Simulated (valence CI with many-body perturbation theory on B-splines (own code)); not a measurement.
# Level structure of Sr25+

Calculated by configuration interaction combined with many-body perturbation theory (CI+MBPT): three valence electrons over a frozen Dirac-Fock core [Ne], a basis of 11 s, 11 p, 10 d, 8 f, 5 g, 2 h functions for each j, with the one-electron correlation potential Σ1 (screened to all orders), the two-electron term Σ2, the three-electron term Σ3, Breit, model QED; selected single and double excitations, second order for the rest, scaled by the run's own slope (own B-spline code, finite nucleus).

No measured spectrum was set against this ion. As an estimate, levels of excited configurations hold to 0.05 to 0.15 % of their energy, terms of the ground configuration to about 0.5 %.

Levels 91 to 135 of 153, with energies above the lowest level, 3s²3p ²P°_1/2. "Leading %" is the weight of the configuration and term that name the level; weights of strongly mixed levels are sums over their largest components and can fall short. In the jj column 3d3/2^4 stands for four electrons in 3d with j = 3/2.

```
No.  Configuration  Term     J  E (eV)  Leading %                Leading jj      g
 91          3p3d²   ⁴D°   1/2  340.94         46      3p1/2 3d3/2^2 (67 %)  1.096
 92          3p3d²   ⁴F°   3/2  342.87         50      3p1/2 3d3/2^2 (55 %)  0.810
 93          3p3d²   ²F°   7/2  343.08         39      3p1/2 3d5/2^2 (73 %)  1.268
 94          3p3d²   ²F°   5/2  344.54         41      3p1/2 3d5/2^2 (44 %)  1.015
 95          3p3d²   ²H°   9/2  345.38         54  3p1/2 3d3/2 3d5/2 (63 %)  1.009
 96          3p3d²   ⁴F°   5/2  345.71         43  3p1/2 3d3/2 3d5/2 (54 %)  1.200
 97          3p3d²   ⁴G°  11/2  346.38         99      3p3/2 3d5/2^2 (73 %)  1.270
 98          3p3d²   ²D°   3/2  347.08         46      3p1/2 3d5/2^2 (36 %)  0.990
 99          3p3d²   ²G°   7/2  347.41         59  3p1/2 3d3/2 3d5/2 (54 %)  0.989
100          3p3d²   ⁴P°   3/2  349.32         69  3p1/2 3d3/2 3d5/2 (46 %)  1.679
101          3p3d²   ²F°   7/2  352.14         35  3p3/2 3d3/2 3d5/2 (76 %)  1.109
102          3p3d²   ⁴F°   9/2  352.44         68  3p3/2 3d3/2 3d5/2 (62 %)  1.236
103          3p3d²   ²D°   5/2  353.73         49      3p3/2 3d5/2^2 (51 %)  1.246
104          3p3d²   ⁴D°   7/2  355.12         63  3p3/2 3d3/2 3d5/2 (45 %)  1.338
105          3p3d²   ²P°   3/2  355.33         43      3p3/2 3d3/2^2 (73 %)  1.061
106          3p3d²   ⁴P°   1/2  355.95         43  3p3/2 3d3/2 3d5/2 (51 %)  1.947
107          3p3d²   ⁴D°   5/2  356.21         50  3p3/2 3d3/2 3d5/2 (62 %)  1.313
108          3p3d²   ⁴D°   1/2  357.38         74      3p3/2 3d3/2^2 (52 %)  0.434
109          3p3d²   ⁴D°   7/2  358.39         88  3p3/2 3d3/2 3d5/2 (46 %)  1.395
110          3p3d²   ⁴P°   5/2  358.99         63  3p3/2 3d3/2 3d5/2 (44 %)  1.471
111          3p3d²   ⁴D°   3/2  359.06         66  3p3/2 3d3/2 3d5/2 (74 %)  1.189
112          3p3d²   ²G°   9/2  359.45         53      3p3/2 3d5/2^2 (77 %)  1.096
113          3p3d²   ²P°   1/2  361.81         81      3p1/2 3d5/2^2 (41 %)  0.591
114          3p3d²   ²H°  11/2  362.24         99  3p3/2 3d3/2 3d5/2 (73 %)  1.090
115          3p3d²   ²F°   5/2  364.03         76  3p3/2 3d3/2 3d5/2 (61 %)  0.950
116          3p3d²   ⁴S°   3/2  364.29         78  3p3/2 3d3/2 3d5/2 (45 %)  1.920
117          3p3d²   ²F°   7/2  367.26         81  3p3/2 3d3/2 3d5/2 (51 %)  1.099
118          3p3d²   ²P°   1/2  369.05         96      3p3/2 3d5/2^2 (43 %)  0.668
119          3p3d²   ²D°   3/2  369.20         68  3p3/2 3d3/2 3d5/2 (65 %)  0.927
120          3p3d²   ²F°   7/2  371.15         54      3p3/2 3d3/2^2 (40 %)  1.064
121          3p3d²   ²D°   5/2  372.50         83      3p3/2 3d5/2^2 (42 %)  1.148
122          3p3d²   ²G°   9/2  375.68         95  3p3/2 3d3/2 3d5/2 (72 %)  1.111
123          3p3d²   ²F°   5/2  377.01         98  3p3/2 3d3/2 3d5/2 (78 %)  0.857
124          3p3d²   ²P°   3/2  377.84         87      3p3/2 3d5/2^2 (83 %)  1.307
125          3p3d²   ²G°   7/2  379.35         55      3p3/2 3d5/2^2 (56 %)  1.004
126          3p3d²   ²D°   3/2  382.92         80  3p3/2 3d3/2 3d5/2 (46 %)  0.893
127          3p3d²   ²D°   5/2  383.64         93  3p3/2 3d3/2 3d5/2 (38 %)  1.203
128          3p3d²   ²P°   1/2  387.36         96  3p3/2 3d3/2 3d5/2 (65 %)  0.663
129          3p3d²   ²P°   3/2  390.05         80      3p3/2 3d5/2^2 (57 %)  1.265
130            3d³    ⁴F   3/2  445.56         96            3d3/2^3 (52 %)  0.415
131            3d³    ⁴F   5/2  446.85         98      3d3/2^2 3d5/2 (84 %)  1.029
132            3d³    ⁴F   7/2  448.22         96      3d3/2 3d5/2^2 (64 %)  1.225
133            3d³    ⁴F   9/2  449.51         88      3d3/2 3d5/2^2 (48 %)  1.303
134            3d³    ⁴P   3/2  453.81         72      3d3/2^2 3d5/2 (64 %)  1.575
135            3d³    ⁴P   1/2  454.08         89      3d3/2^2 3d5/2 (82 %)  2.464
```

Names give the largest LS component (configuration and term), which can be under half, so a name can repeat, a term be missing and a line seem to break the LS rules; names also repeat where a configuration has a term twice.
